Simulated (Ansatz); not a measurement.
Correlation energies of C$_{2}$H$_{5}$BS, SMILES `CBC=S` by basis set

Z-matrix (Å, degrees):
```
C
B 1 1.567
H 1 1.091 2 114.4
H 1 1.099 2 107.2 3 -119.4
H 1 1.093 2 111.9 3 124.8
C 2 1.533 1 122.9 3 13.1
S 2 2.365 1 115.5 3 -35.7
H 2 1.200 1 120.7 3 -170.0
H 6 1.088 2 138.4 1 86.5
```

The species carries charge 0 and has multiplicity 1. Geometry: relaxed with PBE0-D4/def2-TZVP. It is one conformer, not always the lowest. Frozen core, restricted reference, the Gaussian-basis code of Ansatz. CBS rows extrapolate triple and quadruple zeta; past MP2 they add the triple-zeta difference.

| basis | HF (Eh) | MP2 corr. | CCSD corr. | (T) | CCSD(T) total |
| --- | --- | --- | --- | --- | --- |
| def2-SVP | ? | -0.49009 | ? | -0.02055 | ? |
| def2-TZVPP | -500.87400 | -0.60927 | ? | -0.03200 | ? |
| def2-QZVPP | -500.88990 | -0.65148 | – | – | – |
| CBS(def2) | -500.89209 | -0.68275 | ? | as TZ | ? |

Q: Fill in the withheld values. (Best estimate.)

A: Computed: def2-SVP HF (Eh): -500.62141; def2-SVP CCSD corr.: -0.53756; def2-SVP CCSD(T) total: -501.17952; def2-TZVPP CCSD corr.: -0.65212; def2-TZVPP CCSD(T) total: -501.55812; CBS(def2) CCSD corr.: -0.72560; CBS(def2) CCSD(T) total: -501.64969.
